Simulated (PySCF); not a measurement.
**B97-3 on W⁺ (tungsten, charge +1)**

Configuration: [Xe] 4f14 5d3 6s2, high-spin 4F determinant (an excited configuration). Calculation: PySCF 2.14, in def2-TZVPPD with the def2 core potential (60 electrons) (6s5p3d2f1g, 59 functions); scalar relativity through the core potential.

- Total energy: -66.5945 hartree
- One-electron energy: -107.6950 hartree
- Hartree (Coulomb) energy: 48.2593 hartree
- Exchange-correlation energy: -7.1588 hartree
- ⟨S²⟩: 3.7542
- ⟨L²⟩: 12.011
- Sum of ⟨r⟩: 21.44 bohr
- Sum of ⟨r²⟩: 45.48 bohr²

| shell | electrons | mean orbital energy (eV) | rms radius, mean of both spins (bohr) |
| --- | --- | --- | --- |
| 5s α | 1 | -93.528 | 1.15 |
| 5s β | 1 | -91.602 | 1.15 |
| 5p α | 3 | -56.128 | 1.35 |
| 5p β | 3 | -53.600 | 1.35 |
| 5d α | 3 | -16.037 | 2.02 |
| 6s α | 1 | -14.055 | 3.14 |
| 6s β | 1 | -12.872 | 3.14 |

Energies and moments cover only the electrons outside the core potential. Spin-orbit coupling, absent here, splits the open shell strongly.
